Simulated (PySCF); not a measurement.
## Electron correlation in Cr (chromium, neutral)

[Ar] 3d4 4s1 4p1, one real determinant (an excited configuration). Calculation: PySCF 2.14, in x2c-QZVPPall; scalar relativity by spin-free X2C-1e. Frozen: [Ar]; 6 electrons correlated.

```json
{"level": "CCSD", "correlation energy (mhartree)": "-72.53"}
{"level": "(T)", "correlation energy (mhartree)": "-1.32"}
{"level": "CCSD(T)", "correlation energy (mhartree)": "-73.85"}
```

Diagnostics: T1 = 0.078, D1 = 0.2663, largest double amplitude 0.031.

Task: Is a single reference adequate?

Result: Largely. T1 is above 0.03 while the doubles stay small, so the singles mainly relax the orbitals.

The basis was made for the ground configuration and has no added diffuse functions, which can raise the energy of the promoted electron.

The reference is one real determinant that mixes LS terms of this configuration.
